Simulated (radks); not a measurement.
Species: Te III. Configuration: [Kr] 4d10 5s2 5p2. All-electron calculation, scalar-relativistic Kohn-Sham, exchange-only B88, spin-polarised, spherical densities, finite nucleus; open shells are filled with parallel spins first (spin-orbit coupling, left out, can overturn this in heavy ions); Fermi nuclear charge, rms radius 4.7423 fm. Program: a radial shooting solver on a logarithmic mesh with Libxc functionals.

Radial electron density D(r) = 4 pi r^2 rho(r):

r (bohr),D(r) (e/bohr),spin D(r)
0.002789,10.06,-0.000121
0.003273,12.86,-0.000149
0.00381,16.10,-0.000176
0.004436,19.99,-0.000202
0.005164,24.54,-0.000219
0.006011,29.77,-0.000217
0.006998,35.59,-0.000175
0.008147,41.86,-0.0000639
0.009485,48.30,0.000166
0.01104,54.53,0.000587
0.01285,60.06,0.00131
0.01496,64.34,0.00247
0.01742,66.88,0.00428
0.02028,67.37,0.00697
0.02361,65.92,0.0108
0.02749,63.12,0.0159
0.032,60.14,0.0224
0.03755,58.53,0.0303
0.04371,59.95,0.0379
0.05089,64.94,0.0439
0.05924,72.73,0.0459
0.06897,80.96,0.0417
0.08029,86.30,0.0301
0.09347,86.01,0.0130
0.1088,79.69,-0.00367
0.1267,70.22,-0.0104
0.1475,62.72,0.00148
0.1717,61.38,0.0324
0.1999,66.09,0.0691
0.2327,71.65,0.0881
0.2709,71.08,0.0716
0.3153,61.05,0.0286
0.3671,44.96,-0.000998
0.4308,29.86,0.0293
0.5015,23.28,0.116
0.5839,23.86,0.197
0.6797,26.37,0.190
0.7913,25.91,0.0847
0.9212,21.47,-0.0265
1.072,15.24,-0.00662
1.248,9.806,0.215
1.453,6.259,0.584
1.692,4.302,0.948
1.97,3.150,1.14
2.293,2.245,1.09
2.67,1.428,0.829
3.108,0.7690,0.508
3.618,0.3390,0.247
4.212,0.1191,0.0942
4.943,0.02998,0.0254
5.754,0.005982,0.00536
6.699,0.0008502,0.000793

D(r) has 4 maxima, at r = 0.0195, 0.0863, 0.250, 0.725 bohr, and minima at 0.0379, 0.164, 0.530 bohr, inside which lie 1.98, 11.17, 29.01 electrons.
